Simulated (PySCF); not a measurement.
Atoms are numbered as in `[CH3:1][CH2:2][O:3][C:4]([F:5])=[C:6]=[O:7]` (H(Xn): hydrogen on atom n).

Geometry: GFN2-xTB; GIAO shifts from PySCF, gas phase, non-relativistic, averaged over equivalent atoms.

At PBE0/pcSseg-0 (73 basis functions, 3.1 s wall time on 1 thread of an AMD EPYC 9R14, shared host):
```
atoms  δ (ppm)
   C6    308.2
   C4    178.7
   C2     77.8
   C1     19.5
   O7    790.4
   O3     89.3
   F5   -244.3
H(C2)     4.44
H(C1)     1.91
```

Scale: 13C (σ = 195.82 ppm) and 1H (σ = 33.29 ppm) vs TMS; 17O (σ = 340.61 ppm) vs H2O; 19F (σ = 171.75 ppm) vs CFCl3 (reference shieldings calculated alike).

Q: Predict the values at PBE0/pcseg-1 on the same geometry.

A: 
```json
{"atoms": "C6", "δ at PBE0/pcseg-1": "282.4", "change": "-25.8"}
{"atoms": "C4", "δ at PBE0/pcseg-1": "168.6", "change": "-10.1"}
{"atoms": "C2", "δ at PBE0/pcseg-1": "76.4", "change": "-1.4"}
{"atoms": "C1", "δ at PBE0/pcseg-1": "19.0", "change": "-0.5"}
{"atoms": "O7", "δ at PBE0/pcseg-1": "653.6", "change": "-136.8"}
{"atoms": "O3", "δ at PBE0/pcseg-1": "96.7", "change": "+7.4"}
{"atoms": "F5", "δ at PBE0/pcseg-1": "-218.6", "change": "+25.7"}
{"atoms": "H(C2)", "δ at PBE0/pcseg-1": "4.28", "change": "-0.16"}
{"atoms": "H(C1)", "δ at PBE0/pcseg-1": "1.67", "change": "-0.24"}
```

Shifts are taken against calculated references (same method and geometry level): TMS for 13C (σref 196.96), 1H (σref 31.87); H2O for 17O (σref 339.55); CFCl3 for 19F (σref 181.73).

The largest change is at O7 (carbonyl oxygen). Cost: 123 basis functions, 6.2 s wall time on 1 thread of an AMD EPYC 9R14, shared host. The order of the carbon signals is the same at both levels.

Unscaled 19F shifts against computed CFCl3 carry errors that often reach 10 to 50 ppm. Unscaled 17O shifts of doubly bonded oxygen tend to come out too high, by tens of ppm or more. Experimental scales use liquid or dissolved standards, which lie at an offset from isolated H2O (liquid H2O: subtract about 36 ppm).
